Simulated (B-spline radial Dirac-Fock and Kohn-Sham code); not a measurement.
Photoionisation of titanium ions at Ag Lα (2984.4 eV)

Model: independent-particle photoionisation in a Dirac-Hartree-Slater potential with a Latter tail, all multipoles, thresholds from Dirac-Fock ΔSCF. Program: a radial finite-basis atomic code. Cross sections in kb; a dash marks an empty subshell or a threshold above the photon energy.

```
  ion  configuration  total    2s  2p3/2    3s  3p3/2    3d3/2
   Ti   [Ar] 3d2 4s2  26.85  10.8   8.54  1.48  0.965  0.00454
 Ti²⁺       [Ar] 3d2  26.76  10.8   8.56  1.48  0.968  0.00491
 Ti⁹⁺   [Ne] 3s2 3p1  26.69  11.0   8.75  2.02  0.247        –
Ti¹⁰⁺       [Ne] 3s2  26.59  11.0   8.81  2.14      –        –
Ti¹⁷⁺   [He] 2s2 2p1  16.88  13.8   2.03     –      –        –
```

Values without a named source are computed, but for edge energies of neutral atoms, which are taken from tables.
